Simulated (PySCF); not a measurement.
## Correlation energy of Ce³¹⁺ (cerium, charge +31)

Starting occupation: [Ar] 3d9, 3d3/2 with m_j = -3/2, -1/2, +1/2, +3/2, 3d5/2 with m_j = -3/2, -1/2, +1/2, +3/2, +5/2. All numbers are calculated (PySCF 2.14, X2C-1e with screened-nucleus spin-orbit coupling, Gaussian nucleus, in an even-tempered Gaussian basis (16 s from 5.2 bohr⁻², ratio 2.8; 12 p from 6.8 bohr⁻², ratio 2.8; 8 d from 6.8 bohr⁻², ratio 2.8; 3 f from 28 bohr⁻², ratio 3)). Frozen: [Ne]; 17 electrons correlated; the 74 highest virtual spinors left out.

MP2 pair energies summed by pair of shells (mhartree):

| pair | energy | share (%) |
| --- | --- | --- |
| 3d3/2-3d5/2 | -151.32 | 25.2 |
| 3d5/2-3d5/2 | -85.80 | 14.3 |
| 3d5/2-3p3/2 | -75.84 | 12.6 |
| 3d3/2-3p3/2 | -56.54 | 9.4 |
| 3d3/2-3d3/2 | -55.06 | 9.2 |
| 3d5/2-3p1/2 | -28.19 | 4.7 |
| 3p3/2-3p3/2 | -25.12 | 4.2 |
| 3p1/2-3p3/2 | -24.80 | 4.1 |
| 3d5/2-3s1/2 | -22.96 | 3.8 |
| 3d3/2-3p1/2 | -21.80 | 3.6 |
| 3d3/2-3s1/2 | -18.52 | 3.1 |
| 3p3/2-3s1/2 | -16.39 | 2.7 |
| 3p1/2-3s1/2 | -8.10 | 1.3 |
| 3p1/2-3p1/2 | -6.08 | 1.0 |
| 3s1/2-3s1/2 | -4.24 | 0.7 |

Total MP2 correlation energy: -600.76 mhartree.

At this charge the one-electron X2C treatment keeps the bare 1/r₁₂, with no two-electron picture change or Breit term. The effect here is smaller than on the frozen 1s shell.
